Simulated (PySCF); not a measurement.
C6H3FSi. Atoms are numbered in the order given.

```xyz
11

C     -2.5073    -1.4476     0.6950
C     -1.5002    -0.8661     0.3003
Si     0.0000     0.0000    -0.2748
F      0.0000     0.0000    -1.9104
C      1.5002    -0.8661     0.3003
C      2.5073    -1.4476     0.6950
C      0.0000     1.7323     0.3003
C      0.0000     2.8952     0.6950
H     -3.3958    -1.9606     1.0413
H      3.3958    -1.9606     1.0413
H      0.0000     3.9211     1.0413
```
Charge 0, spin multiplicity 1.

Geometry optimised at PBE-D3(BJ)/def2-SVP.

Method: TDA-PBE/def2-SVPD run with PySCF.

Vertical excitations; the highest root listed may be one member of a degenerate set. Gas-phase values at a fixed geometry. State labels are in the subgroup Cs.

| state | symmetry | energy (eV) | λ (nm) | f | main pairs |
|---|---|---|---|---|---|
| S1 | A" | 4.74 | 261 | 0.000 | HOMO→LUMO 100 % |
| S2 | A" | 5.07 | 245 | 0.020 | HOMO−2→LUMO, HOMO−3→LUMO (degenerate set) |
| S3 | A' | 5.07 | 245 | 0.020 | HOMO−1→LUMO, HOMO−4→LUMO (degenerate set) |
| S4 | A" | 5.27 | 235 | 0.007 | HOMO−3→LUMO (degenerate set) |
| S5 | A' | 5.27 | 235 | 0.007 | HOMO−4→LUMO (degenerate set) |
| S6 | A' | 5.57 | 223 | 0.003 | HOMO−5→LUMO 80 % |
| S7 | A' | 5.59 | 222 | 0.005 | HOMO−2→LUMO+2, HOMO−1→LUMO+1, HOMO→LUMO+2 (degenerate set) |
| S8 | A" | 5.59 | 222 | 0.005 | HOMO−2→LUMO+1, HOMO−1→LUMO+2, HOMO→LUMO+1 (degenerate set) |
| S9 | A' | 5.64 | 220 | 0.001 | HOMO−1→LUMO+1 44 %, HOMO−2→LUMO+2 44 % |
| S10 | A" | 5.65 | 219 | 0.000 | HOMO−1→LUMO+2 50 %, HOMO−2→LUMO+1 50 % |
| T1 | A" | 4.37 | 284 | 0 | HOMO−2→LUMO (degenerate set) |
| T2 | A' | 4.37 | 284 | 0 | HOMO−1→LUMO (degenerate set) |
| T3 | A" | 4.50 | 275 | 0 | HOMO→LUMO 91 % |
| T4 | A' | 4.71 | 263 | 0 | HOMO−5→LUMO 61 %, HOMO−3→LUMO+2 10 %, HOMO−4→LUMO+1 10 % |
Triplets are in the Tamm–Dancoff approximation.
